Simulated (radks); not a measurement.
Excited configurations of the technetium ion Tc+: one electron is placed in a higher orbital outside [Kr] 4d5. The ground configuration is [Kr] 4d5 5s1. Calculated with a radial shooting solver on a logarithmic mesh with Libxc functionals: scalar-relativistic Kohn-Sham, r2SCAN, spin-polarised, spherical densities, finite nucleus; open shells are filled with parallel spins first (spin-orbit coupling, left out, can overturn this in heavy ions); meta-GGA in the generalised Kohn-Sham scheme; Fermi nuclear charge, rms radius 4.4112 fm. Excitation = E - E(ground); binding = E(ion) - E, where the ion is the core of charge +2; n* = 2/sqrt(2 binding) in atomic units, and the quantum defect is n - n*.

outer orbital  excitation (eV)  binding (eV)     n*  quantum defect  eigenvalue (eV)
4f                      12.038         3.478  3.956           0.044           -2.448
5p                       5.111        10.406  2.287           2.713           -7.908
5d                      10.050         5.467  3.155           1.845           -3.993
5f                      13.178         2.338  4.824           0.176           -1.766
6s                       9.094         6.422  2.911           3.089           -5.160
6p                      10.481         5.035  3.288           2.712           -4.002
6d                      12.295         3.221  4.111           1.889           -2.489
6f                      13.857         1.660  5.727           0.273           -1.294
7s                      11.929         3.588  3.895           3.105           -2.907
7p                      12.515         3.002  4.258           2.742           -2.413
7d                      13.392         2.124  5.061           1.939           -1.683
7f                      14.284         1.233  6.644           0.356           -0.981

The Delta-SCF ionisation energy is 15.516 eV (NIST Atomic Spectra Database: 15.260 eV, semi-empirical). Self-interaction in the functional shifts the binding energies and quantum defects, so they are the method's values and not measured ones. Open shells are spherical and high-spin; term and fine-structure splittings are not resolved.
